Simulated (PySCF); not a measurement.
An equivalent PySCF input for Al⁺ (aluminium, charge +1), [Ne] 3s2, closed-shell 1S, with the spin-free X2C one-electron Hamiltonian (Gaussian nucleus):

```python
from pyscf import gto, scf, dft, mp, cc
import basis_set_exchange as bse
mol = gto.M(atom="Al 0 0 0", charge=1, spin=0, symmetry="D2h",
            basis=gto.basis.parse(bse.get_basis("cc-pVDZ-DK", elements=["Al"], fmt="nwchem", header=False)),
            nucmod="G")
mf = dft.UKS(mol, xc="B88,P86").sfx2c1e()
mf.irrep_nelec = {'Ag': (3, 3), 'B1u': (1, 1), 'B2u': (1, 1), 'B3u': (1, 1)}
mf.kernel()
```

It reaches the same state as the run whose output follows, with an energy that differs only through the grid. The run itself started from symmetry-adapted Hartree-Fock orbitals and held the occupation by maximum overlap, on a logarithmic radial grid, so the iterations belong to that start.

```
SCF conv_tol = 1e-09
number electrons alpha = 6  beta = 6
XC functionals = B88,P86
    A. D. Becke.,  Phys. Rev. A 38, 3098 (1988)
    J. P. Perdew.,  Phys. Rev. B 33, 8822 (1986)
cycle= 1 E= -242.595233079916  delta_E= -0.00217  |g|= 0.00892  |ddm|= 0.449
cycle= 2 E= -242.595256976171  delta_E= -2.39e-05  |g|= 0.0017  |ddm|= 0.0256
cycle= 3 E= -242.595257977854  delta_E= -1e-06  |g|= 1.97e-05  |ddm|= 0.00697
cycle= 4 E= -242.59525797805  delta_E= -1.95e-10  |g|= 1.17e-08  |ddm|= 0.00017
converged SCF energy = -242.59525797805  <S^2> = 7.1054274e-15  2S+1 = 1
```
